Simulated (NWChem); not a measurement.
CHS2 cation; SMILES C(=S)=[SH+]

Computed with NWChem. Geometry: optimised at PBE0/def2-SVP. Level: M06-2X/def2-SVP with SMD (1 M gas to 1 M solution), gas-phase geometry. Reactions with the solvent are ignored.

```
solvent          dielectric constant  solvation free energy (kcal/mol)  cavity-dispersion-structure term (kcal/mol)
---------------  -------------------  --------------------------------  -------------------------------------------
water                           78.4                             -54.3                                          2.1
dichloromethane                 8.93                             -51.7                                         -1.1
acetonitrile                    35.7                             -55.9                                         -0.4
anisole                         4.22                             -44.2                                         -0.7
cyclohexane                     2.02                             -29.6                                         -1.0
```
